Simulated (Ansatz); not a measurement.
Reaction (substitution at a C–S bond): `CSC(O)S` + `BNB` → `BN(B)C` + `OC(S)S`

Calculated with Ansatz (gas phase, PBE0-D4/def2-TZVP geometries, no zero-point term in ΔE). CCSD(T)/CBS is the MP2 limit (def2-TZVPP, def2-QZVPP) plus CCSD(T) − MP2 in def2-TZVPP, frozen cores. This one scheme is used for every species. Functionals use def2-TZVPP. B3LYP here is the variant with VWN-RPA as its local correlation; programs differ in this. Each species was taken in one conformer, which may not be the lowest.

```tsv
level	ΔE (kJ/mol)
PBE-D4	30.7
r2SCAN-D4	32.8
ωB97X-V	31.1
B2PLYP	30.6
B3LYP	29.4
SCS-MP2/def2-TZVPP	30.0
CCSD(T)/def2-TZVPP	28.0
SCS-MP2/def2-QZVPP	31.8
```

**Question.** What does CCSD(T)/CBS give? (An estimate is asked.)

**Answer.** Computed: +31.2 kJ/mol. The listed levels differ from it by -0.5, 1.6, -0.1, -0.6, -1.8, -1.2, -3.2, 0.6 kJ/mol.

Largest T1 diagnostic among the species: 0.012.
